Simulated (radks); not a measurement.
Pm+, configuration [Xe] 4f4.5 6p1.5 (fractional occupations, a model configuration).

All-electron calculation, scalar-relativistic Kohn-Sham, PBE, spin-unpolarised, spherical densities, point nucleus. Program: a radial shooting solver on a logarithmic mesh with Libxc functionals.

Energy parts (eV):
part                      energy
total                 -272661.99
kinetic                290843.31
electron-nucleus      -662307.08
Hartree                105012.12
exchange-correlation    -6210.35

Orbitals (lengths in bohr, moments of r in powers of bohr; <r^-3> diverges for s and p1/2; r(max) is where P^2 peaks):
orbital  occ.  eigenvalue (eV)   r(max)      <r^2>      <r>  <r^-3>
1s          2        -45036.29  0.01479  0.0007316  0.02318       -
2s          2        -7332.399  0.08379    0.01156  0.09896       -
2p          6        -6548.911  0.06762   0.009261  0.08711    9577
3s          2        -1608.685   0.2386    0.07753   0.2605       -
3p          6        -1362.715   0.2338    0.07761   0.2588    1965
3d         10        -1025.734   0.1918    0.06567   0.2362   267.6
4s          2        -329.5789   0.5518     0.3961   0.5925       -
4p          6        -248.8169   0.5758     0.4473   0.6272   430.9
4d         10        -134.7601   0.6020     0.5473   0.6868   48.59
4f        4.5         -13.5398   0.6320      1.296   0.9882   5.825
5s          2         -52.4564    1.283      2.280    1.425       -
5p          6         -32.7946    1.450      3.098    1.654   59.93
6p        1.5          -6.6390    4.245      24.72    4.705   6.203

The highest occupied level is 6p at -6.639 eV. The density falls to 0.001 e/bohr^3 at r = 5.23 bohr.
